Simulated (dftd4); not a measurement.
C₂H₆Be, triplet, at a GFN2-xTB geometry (such geometries of metal compounds can be far from the true shape) (a higher spin typed on purpose: for a closed-shell molecule this is an excited state); D4 for b97d run with dftd4.

The dftd4 input:
```
$ dftd4 mol.xyz --func b97d --charge 0 --json dftd4.json --noedisp --grad

# file mol.xyz
9

Be    -0.59151348     0.70898352    -0.63341171
C      1.13439908     0.00718795    -0.73541342
H      1.28983714    -0.98386020    -0.33761048
H      1.76817134     0.71261334    -0.21642873
H      1.35997484     0.01618799    -1.79336085
C     -0.94778829    -0.23317345     0.93651902
H     -1.24309839    -1.23320178     0.65224027
H     -1.78919833     0.28921990     1.37213089
H     -0.13929735    -0.28098028     1.65004216
```

Task: Write the output that dftd4 gives for this input, abridged.

Result: 
```
                    ____  _____ _____     ____  _  _
      -------------|  _ \|  ___|_   _|---|  _ \| || |------------
     |             | | | | |_    | | ___ | | | | || |_           |
     |             | |_| |  _|   | ||___|| |_| |__   _|          |
     |             |____/|_|     |_|     |____/   |_|            |
     |             ===================================           |
     |            E. Caldeweyher, S. Ehlert & S. Grimme          |
     |          Mulliken Center for Theoretical Chemistry        |
     |                    University of Bonn                     |
      -----------------------------------------------------------

Rational (Becke-Johnson) damping: b97d-D4-ATM
---------------------
  s6         1.0000
  s8         1.6946
  s9         1.0000
  a1         0.2890
  a2         4.1341
 alp        16.0000
--------------------

Dispersion energy:      -1.5990557033948E-02 Eh

Gradient norm:           1.9159025069179E-03 Eh/a0
--------------------------------------------------
     #    Z           dE/dx      dE/dy      dE/dz
--------------------------------------------------
     1    4 Be   -1.063E-04  1.284E-04 -1.165E-04
     2    6 C     8.345E-04  2.375E-04 -8.291E-04
     3    1 H     3.963E-04 -8.404E-05 -2.119E-04
     4    1 H     3.268E-04  2.905E-05 -1.438E-04
     5    1 H     1.844E-04 -3.057E-05 -9.814E-05
     6    6 C    -1.011E-03 -1.392E-05  6.256E-04
     7    1 H    -2.648E-04 -1.340E-04  2.398E-04
     8    1 H    -1.156E-04 -4.909E-05  1.604E-04
     9    1 H    -2.440E-04 -8.330E-05  3.735E-04
--------------------------------------------------

Virial:
--------------------------------------------------
      component           x          y          z
--------------------------------------------------
          x       7.328E-03  7.068E-04 -5.221E-03
          y       7.068E-04  7.054E-04 -9.151E-04
          z      -5.221E-03 -9.151E-04  4.802E-03
--------------------------------------------------

[Info] Dispersion results written to 'dftd4.txt'
[Info] JSON dump of results written to 'dftd4.json'
```
